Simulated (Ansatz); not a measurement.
Isolated molecules relaxed with PBE0-D4/def2-TZVP in Ansatz; ΔE leaves out vibrations. CBS: MP2 limit from def2 TZ/QZ plus the TZ coupled-cluster correction, frozen cores. This one scheme is used for every species. DFT in def2-TZVPP. For Zn outer-core shells are correlated without core-valence functions, which leaves a few kJ/mol of doubt a bond. Scalar relativity is left out up to krypton. Each species was taken in one conformer, which may not be the lowest.

Consider the formal exchange of groups at a B–Si bond: `CB(C)[SiH2]Cl` + `[ZnH2]` → `C[B](C)[ZnH]` + `[SiH3]Cl`.

```tsv
level	ΔE (kJ/mol)	difference from CCSD(T)/CBS
PBE-D4	22.6	6.3
r2SCAN-D4	23.0	6.7
PBE0-D4	24.3	8.0
ωB97X-V	22.5	6.2
ωB97M-V	19.3	3.0
PBE	17.9	1.6
r2SCAN	21.4	5.1
PBE0	19.9	3.6
HF/def2-TZVPP	19.3	3.0
MP2/def2-TZVPP	15.3	-1.0
CCSD/def2-TZVPP	18.3	2.0
HF/def2-QZVPP	18.8	2.5
MP2/def2-QZVPP	14.0	-2.3
HF/CBS(def2)	18.7	2.4
MP2/CBS(def2)	13.3	-3.0
CCSD/CBS(def2)	16.3	0.0
CCSD(T)/CBS	16.3	0
```

Largest T1 diagnostic among the species: 0.016.

The D4 term adds +7.3 kJ/mol with B3LYP and +4.3 kJ/mol with PBE0; it sums over pairs of atoms, weighted by their polarisabilities, and B3LYP, whose exchange is more repulsive, gets the larger term.

B3LYP here is the variant with VWN-RPA as its local correlation; programs differ in this.
